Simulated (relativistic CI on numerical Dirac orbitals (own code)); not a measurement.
## Hyperfine structure of Pm³³⁺, mass number 147

Method of calculation: Dirac-Coulomb-Breit CI, separate exchange-only KLI orbitals for each configuration, model QED (radiative potential, 1s self-energy scaled to tabulated hydrogen-like ionisation energies), unscaled Slater integrals (own radial code, finite nucleus).

Configurations in the expansion (outside the closed core [Ne]): 3s2 3p6 3d10, 3s2 3p6 3d9 4s, 3s2 3p6 3d9 4p, 3s2 3p6 3d9 4d, 3s2 3p5 3d10 4s, 3s2 3p6 3d9 4f, 3s2 3p5 3d10 4p, 3s2 3p6 3d8 4s2, 3s2 3p6 3d8 4s 4p, 3s2 3p5 3d10 4d, 3s2 3p6 3d9 5s, 3s 3p6 3d10 4s, 3s2 3p6 3d8 4p2, 3s2 3p6 3d9 5p, 3s2 3p6 3d8 4s 4d, 3s2 3p5 3d10 4f. Levels of other configurations are missing.

Nuclear spin I = 7/2, μ = 2.58 μN, Q = 0.74 b (tables of Stone and Pyykkö). The electronic factors are computed for point nuclear moments, without core polarisation or the Bohr-Weisskopf and QED corrections.

```json
{"Level": "3s2 3p6 3d9 4s 3D_3", "E (eV)": "886.167", "A (GHz)": "93.42", "B (GHz)": "-27.8"}
{"Level": "3s2 3p6 3d9 4s 1D_2", "E (eV)": "887.541", "A (GHz)": "-65.99", "B (GHz)": "-21.6"}
{"Level": "3s2 3p6 3d9 4s 3D_1", "E (eV)": "911.565", "A (GHz)": "-81.87", "B (GHz)": "-10.8"}
{"Level": "3s2 3p6 3d9 4s 3D_2", "E (eV)": "912.528", "A (GHz)": "147.7", "B (GHz)": "-22.3"}
{"Level": "3s2 3p6 3d9 4p 3P°_2", "E (eV)": "953.379", "A (GHz)": "-9.926", "B (GHz)": "-18.1"}
{"Level": "3s2 3p6 3d9 4p 3F°_2", "E (eV)": "978.933", "A (GHz)": "62.44", "B (GHz)": "-19.1"}
{"Level": "3s2 3p6 3d9 4p 3F°_4", "E (eV)": "990.047", "A (GHz)": "16.33", "B (GHz)": "13.8"}
{"Level": "3s2 3p6 3d9 4p 1D°_2", "E (eV)": "991.756", "A (GHz)": "15.26", "B (GHz)": "-40.6"}
```

Levels with J = 0, under 50 % of one LS term, or S terms without an open s electron are left out. Small factors come from cancelling terms and can be off by tens of per cent or more.

At this charge energies of transitions that change n are usually good to better than 1 %, and those within a shell (Δn = 0) to a few per cent.

Give the hyperfine levels of 3s2 3p6 3d9 4s 3D_3 relative to its centre of gravity.

With K = F(F + 1) − I(I + 1) − J(J + 1), E = AK/2 + B[¾K(K + 1) − I(I + 1)J(J + 1)]/[2I(2I − 1)J(2J − 1)]: F = 1/2: -1276, F = 3/2: -1131, F = 5/2: -890.4, F = 7/2: -556.5, F = 9/2: -132, F = 11/2: 379.6, F = 13/2: 973.9 GHz.

LS names give the leading component of a level, which can be under half, so a name can repeat, a term be missing and a line seem to break the LS rules.
